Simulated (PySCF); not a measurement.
Isomers of C7H14Ge side by side.

PySCF, B3LYP/def2-SVPD, density fitting, gas phase; each molecule at its own PBE0-D3(BJ)/def2-SVP geometry, one conformer. Singlet excitations by full TDDFT with frozen cores, triplets by Tamm–Dancoff TDDFT and ionisation energies by ΔSCF, from the lowest of the holes tried. 

Torsions of the conformers computed, which needn't be the lowest (atom-mapped SMILES):
- `[CH2:1]1[CH2:2][CH:3]([C@@H:4]2[CH2:5][CH2:6][GeH2:7]2)[CH2:8]1`: C2–C3–C4–C5 -76°
- `[CH2:1]1[CH2:2][CH:3]([GeH:4]2[CH2:5][CH2:6][CH2:7]2)[CH2:8]1`: C2–C3–Ge4–C5 -47°
- `[CH3:1][C:2]([CH3:3])([CH3:4])[CH2:5][C:6]#[C:7][GeH3:8]`: C1–C2–C5–C6 -60°
- `[CH2:1]=[CH:2][C@@H:3]1[GeH2:4][CH2:5][C@@H:6]1[CH2:7][CH3:8]`: C1–C2–C3–Ge4 -129°, C5–C6–C7–C8 64°
- `[GeH3:1][C@@H:2]1[CH2:3][C@@H:4]1[CH:5]1[CH2:6][CH2:7][CH2:8]1`: C3–C4–C5–C6 -160°

The conformers of `C=C[C@@H]1CC[CH2][Ge@@H]1[CH3]`, `C=CC[C@H]1C[CH2][GeH2][CH2]1`, `C=C[C@@H]1CC[CH2][Ge@H]1[CH3]` and `[CH2]1C[C@@H](C2CC2)[CH2][GeH2]1` aren't listed.

Reference: `C1CC([C@@H]2C[CH2][GeH2]2)C1`, with HOMO energy -7.06 eV, LUMO energy 0.05 eV, lowest singlet excitation 6.31 eV, lowest triplet excitation 5.70 eV, mean polarisability 112.0 au and vertical ionisation energy 8.95 eV.

Changes against it:

```tsv
molecule	Δ electronic energy (kcal/mol)	Δ HOMO energy (eV)	Δ LUMO energy (eV)	Δ lowest singlet excitation (eV)	Δ lowest triplet excitation (eV)	Δ mean polarisability (au)	Δ vertical ionisation energy (eV)
C=C[C@@H]1CC[CH2][Ge@@H]1[CH3]	-28.2	+0.62	-0.01	-0.29	-1.51	+4.1	-0.61
C=CC[C@H]1C[CH2][GeH2][CH2]1	-22.2	-0.09	-0.07	+0.38	-1.28	+3.8	+0.14
C=C[C@@H]1CC[CH2][Ge@H]1[CH3]	-28.3	+0.65	+0.09	-0.29	-1.49	+4.3	-0.64
[CH2]1C[C@@H](C2CC2)[CH2][GeH2]1	-16.7	-0.50	+0.22	+0.65	+1.01	-2.3	+0.45
[GeH3][C@@H]1C[C@@H]1C1CCC1	+4.9	-0.47	+0.15	+0.63	+1.14	-0.6	+0.44
```

Rows whose labels were lost:

```
row  Δ electronic energy (kcal/mol)  Δ HOMO energy (eV)  Δ LUMO energy (eV)  Δ lowest singlet excitation (eV)  Δ lowest triplet excitation (eV)  Δ mean polarisability (au)  Δ vertical ionisation energy (eV)
  P                            -1.8                0.00               +0.25                             +0.11                             +0.47                        -2.4                              -0.05
  Q                            -2.7               -0.23               -0.06                             -0.40                             -0.73                        +7.2                              +0.37
  R                            -6.1               +0.57               -0.29                             -0.61                             -1.58                        +6.7                              -0.53
```

Question: Which row belongs to which of `C1C[CH]([GeH]2[CH2]C[CH2]2)C1`, `CC(C)(C)CC#[C][GeH3]` and `C=C[C@@H]1[GeH2][CH2][C@@H]1CC`?

Answer: P = `C1C[CH]([GeH]2[CH2]C[CH2]2)C1`, Q = `CC(C)(C)CC#[C][GeH3]` and R = `C=C[C@@H]1[GeH2][CH2][C@@H]1CC`. P and Q are told apart most clearly by the lowest triplet excitation (+0.47 against -0.73 eV); P and R are told apart most clearly by the lowest triplet excitation (+0.47 against -1.58 eV); Q and R are told apart most clearly by the vertical ionisation energy (+0.37 against -0.53 eV).

Question: Which row has the smallest HOMO–LUMO gap and which the largest, and does the HOMO or the LUMO shift more there?

Answer: Smallest, counted from the reference: R, -0.86 eV (HOMO +0.57, LUMO -0.29), the larger shift being that of the HOMO. Largest: `[CH2]1C[C@@H](C2CC2)[CH2][GeH2]1`, +0.72 eV (HOMO -0.50, LUMO +0.22), the larger shift being that of the HOMO.

Question: Fit a straight line for the change of the vertical ionisation energy against that of the lowest singlet excitation over the labelled rows, and test it on P, Q and R.

Answer: Over the 5 labelled rows the slope is 1.15 eV/eV, the intercept -0.29 eV, r = 1.00 and the standard error 0.014 eV. P: predicted -0.17, computed -0.05 eV; Q: predicted -0.75, computed +0.37 eV; R: predicted -0.99, computed -0.53 eV. The mean miss is 0.57 eV, against 0.3 eV for guessing the labelled rows' mean: the line is of no use for them.
